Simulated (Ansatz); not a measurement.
C$_{3}$H$_{3}$ (SMILES C#C[CH2-]), charge -1, singlet, geometry from GFN2-xTB (a gas-phase anion, which may not be bound at this level). Base run: B3LYP/STO-3G in Ansatz (a first-principles code).

Here is a job for Ansatz.
Ansatz 0.2 input:
```yaml
crystal:
  periodic: [false, false, false]
  atoms:
    - {symbol: C, position_ang: [-0.00058846, -0.06735310, 0.13145175]}
    - {symbol: C, position_ang: [0.01272709, 0.42165409, 1.28692893]}
    - {symbol: C, position_ang: [-0.00916618, -0.23508926, -1.20054090]}
    - {symbol: H, position_ang: [0.00817204, -0.08669387, 2.25254432]}
    - {symbol: H, position_ang: [0.90933867, -0.33006222, -1.78374476]}
    - {symbol: H, position_ang: [-0.93534543, -0.29851433, -1.77583821]}
basis:
  gaussian:
    orbitals: STO-3G
hamiltonian:
  xc: b3lyp
total_charge: -1
```

Each row names what was changed in the base input (with any setting that the change needs).

| change | E (Eh) |
|---|---|
| base | -114.43451 |
| functional = wB97M-V | ___ |
| functional = revpbe | -114.42056 |
| functional = pbe0 | -114.29756 |
| functional = b3lyp; dispersion = d3bj | -114.43954 |
| functional = b3lyp; dispersion = d3bjatm | -114.43954 |
| functional = pbe; dispersion = d3bjatm | -114.28622 |
| functional = B97M-V | ___ |
| functional = SVWN5 | -113.33697 |
| functional = blyp; dispersion = d3bj | ___ |
| functional = pbe0; dispersion = d3bjatm | -114.30000 |
| functional = b3lyp5 | -114.35379 |
| functional = lc_wpbe | ___ |

Problem. Complete the blanks.

Solution. 
- functional = wB97M-V, E (Eh): -114.40492
- functional = B97M-V, E (Eh): -114.45601
- functional = blyp; dispersion = d3bj, E (Eh): -114.37614
- functional = lc_wpbe, E (Eh): -114.34818

Totals shift with the method and basis; they matter in differences.

A gas-phase anion may not be bound at this level; its values then depend on the basis.
